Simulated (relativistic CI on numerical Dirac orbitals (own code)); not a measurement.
**Calculated levels, Ag XXX**

These numbers are calculated, not measured: Dirac-Coulomb-Breit CI, separate exchange-only KLI orbitals for each configuration, QED by a radiative potential, unscaled Slater integrals (own radial code, finite nucleus).

Configurations in the expansion (outside the closed core [Ne]): 3s2 3p6, 3s2 3p5 3d, 3s 3p6 3d, 3s2 3p5 4s, 3s2 3p5 4p, 3s2 3p5 4d, 3s 3p6 4s, 3p6 3d 4p, 3s2 3p5 4f, 3s 3p6 4p, 3s 3p6 4d, 3s 3p6 4f, 3s2 3p5 5s, 3s2 3p5 5p, 3s2 3p5 5d, 3s2 3p5 5f, 3s2 3p5 5g, 3s 3p6 5s, 3s 3p6 5p, 3s 3p6 5d, 3s2 3p5 6s, 3s 3p6 5f, 3p6 3d2, 3p5 3d3, 3p5 3d2 4s, 3p5 3d2 4p, 3p5 3d2 4d, 3p6 3d 4s, 3p5 3d 4s2, 3p5 3d 4s 4p, 3p5 3d 4s 4d. Double excitations out of closed p, d and f shells are left out; levels of such configurations are missing from the list, as are those of other unlisted configurations, and high levels can miss mixing partners. These lack a partner that the ground configuration has and come out too high: 3s2 3p5 4f, 3s2 3p5 5s, 3s2 3p5 5p, 3s2 3p5 5d, 3s2 3p5 5f.

| No. | Configuration | Term | J | E (eV) | % | Next component (%) | jj configuration (%) |
| --- | --- | --- | --- | --- | --- | --- | --- |
| 1 | 3s2 3p6 | 1S | 0 | 0.000 | 100 |  | closed (100) |
| 2 | 3s2 3p5 3d | 3P° | 0 | 129.531 | 100 |  | 3p3/2^3 3d3/2 (100) |
| 3 | 3s2 3p5 3d | 3P° | 1 | 133.332 | 86 | 14 3D° | 3p3/2^3 3d3/2 (84) |
| 4 | 3s2 3p5 3d | 3F° | 3 | 138.568 | 64 | 28 1F° | 3p3/2^3 3d3/2 (98) |
| 5 | 3s2 3p5 3d | 3D° | 2 | 139.890 | 47 | 35 3P° | 3p3/2^3 3d3/2 (83) |
| 6 | 3s2 3p5 3d | 3F° | 4 | 143.039 | 100 |  | 3p3/2^3 3d5/2 (100) |
| 7 | 3s2 3p5 3d | 1D° | 2 | 145.933 | 48 | 32 3P° | 3p3/2^3 3d5/2 (81) |
| 8 | 3s2 3p5 3d | 3D° | 3 | 152.893 | 66 | 33 1F° | 3p3/2^3 3d5/2 (99) |
| 9 | 3s2 3p5 3d | 3D° | 1 | 163.854 | 73 | 14 1P° | 3p3/2^3 3d5/2 (57) |
| 10 | 3s2 3p5 3d | 3F° | 2 | 176.598 | 64 | 29 1D° | 3p1/2 3p3/2^4 3d3/2 (98) |
| 11 | 3s2 3p5 3d | 3D° | 2 | 186.126 | 46 | 32 3P° | 3p1/2 3p3/2^4 3d5/2 (97) |
| 12 | 3s2 3p5 3d | 1F° | 3 | 188.491 | 39 | 35 3F° | 3p1/2 3p3/2^4 3d5/2 (99) |
| 13 | 3s2 3p5 3d | 1P° | 1 | 208.017 | 85 | 12 3D° | 3p1/2 3p3/2^4 3d3/2 (71) |
| 14 | 3s 3p6 3d | 3D | 1 | 287.764 | 100 |  | 3s 3d3/2 (100) |
| 15 | 3s 3p6 3d | 3D | 2 | 289.948 | 93 | 7 1D | 3s 3d3/2 (84) |
| 16 | 3s 3p6 3d | 3D | 3 | 296.224 | 100 |  | 3s 3d5/2 (100) |
| 17 | 3s 3p6 3d | 1D | 2 | 306.142 | 93 | 7 3D | 3s 3d5/2 (84) |
| 18 | 3p6 3d2 | 3F | 2 | 584.829 | 88 | 11 1D | 3d3/2^2 (93) |
| 19 | 3p6 3d2 | 3F | 3 | 591.741 | 100 |  | 3d3/2 3d5/2 (100) |
| 20 | 3p6 3d2 | 3P | 0 | 596.098 | 91 | 9 1S | 3d3/2^2 (87) |
| 21 | 3p6 3d2 | 3F | 4 | 596.912 | 83 | 17 1G | 3d3/2 3d5/2 (60) |
| 22 | 3p6 3d2 | 1D | 2 | 598.639 | 46 | 45 3P | 3d3/2 3d5/2 (92) |
| 23 | 3p6 3d2 | 3P | 1 | 600.457 | 100 |  | 3d3/2 3d5/2 (100) |
| 24 | 3p6 3d2 | 1G | 4 | 606.122 | 83 | 17 3F | 3d5/2^2 (60) |
| 25 | 3p6 3d2 | 3P | 2 | 608.044 | 54 | 43 1D | 3d5/2^2 (98) |
| 26 | 3p6 3d2 | 1S | 0 | 624.664 | 91 | 9 3P | 3d5/2^2 (87) |
| 27 | 3p5 3d3(4F) | 5F° | 2 | 710.459 | 40 | 31 5D° | 3p3/2^3 3d3/2^3 (65) |
| 28 | 3p5 3d3(4F) | 5D° | 1 | 710.941 | 55 | 28 5F° | 3p3/2^3 3d3/2^3 (63) |
| 29 | 3p5 3d3(4F) | 5D° | 0 | 712.536 | 93 | 7 3P° | 3p3/2^3 3d3/2^3 (48) |
| 30 | 3p5 3d3(4F) | 5F° | 3 | 713.039 | 51 | 27 5D° | 3p3/2^3 3d3/2^2 3d5/2 (77) |
| 31 | 3p5 3d3(4F) | 5F° | 4 | 716.006 | 52 | 24 5G° | 3p3/2^3 3d3/2^2 3d5/2 (60) |
| 32 | 3p5 3d3(4P) | 5S° | 2 | 716.833 | 65 | 13 5P° | 3p3/2^3 3d3/2^2 3d5/2 (64) |
| 33 | 3p5 3d3(4P) | 5D° | 3 | 718.852 | 33 | 20 3F° | 3p3/2^3 3d3/2^3 (57) |
| 34 | 3p5 3d3(2G) | 3F° | 2 | 719.129 | 36 | 34 5D° | 3p3/2^3 3d3/2^2 3d5/2 (80) |
| 35 | 3p5 3d3(4F) | 5G° | 5 | 719.550 | 44 | 42 5F° | 3p3/2^3 3d3/2 3d5/2^2 (48) |
| 36 | 3p5 3d3(4F) | 5D° | 1 | 719.781 | 35 | 31 5F° | 3p3/2^3 3d3/2^2 3d5/2 (78) |
| 37 | 3p5 3d3(4P) | 5D° | 4 | 721.197 | 48 | 25 3F° | 3p3/2^3 3d3/2^2 3d5/2 (62) |
| 38 | 3p5 3d3(4F) | 3G° | 3 | 722.706 | 51 | 28 3F° | 3p3/2^3 3d3/2^2 3d5/2 (76) |
| 39 | 3p5 3d3(4F) | 5G° | 6 | 723.096 | 67 | 27 3H° | 3p3/2^3 3d3/2^2 3d5/2 (54) |
| 40 | 3p5 3d3(4F) | 3G° | 4 | 725.508 | 46 | 16 3F° | 3p3/2^3 3d3/2^2 3d5/2 (68) |
| 41 | 3p5 3d3(2D) | 3D° | 2 | 727.565 | 27 | 27 3P° | 3p3/2^3 3d3/2 3d5/2^2 (63) |
| 42 | 3p5 3d3(4P) | 5D° | 3 | 728.009 | 25 | 25 3D° | 3p3/2^3 3d3/2^2 3d5/2 (82) |
| 43 | 3p5 3d3(4F) | 5F° | 5 | 728.076 | 36 | 32 3G° | 3p3/2^3 3d3/2 3d5/2^2 (48) |
| 44 | 3p5 3d3(2G) | 3F° | 2 | 728.645 | 27 | 21 3D° | 3p3/2^3 3d3/2 3d5/2^2 (49) |
| 45 | 3p5 3d3(2D) | 3P° | 0 | 728.682 | 62 | 29 1S° | 3p3/2^3 3d3/2^2 3d5/2 (49) |

Energies count from the lowest computed level; ° marks odd parity. Percentages are summed over parent terms; the parents shown are those of the largest component, closed shells are left out there. Filled j subshells are mostly left out of the jj labels.

The mean weight of the leading LS term, summed over parents, in these 45 levels is 65 %, and that of the leading jj configuration (from the same eigenvectors) 78 %, so jj coupling describes them better and the LS labels are nominal.

At this charge energies of transitions that change n are usually good to better than 1 %, and those within a shell (Δn = 0) to a few per cent.

LS names give the leading component of a level, which can be under half, so a name can repeat, a term be missing and a line seem to break the LS rules.
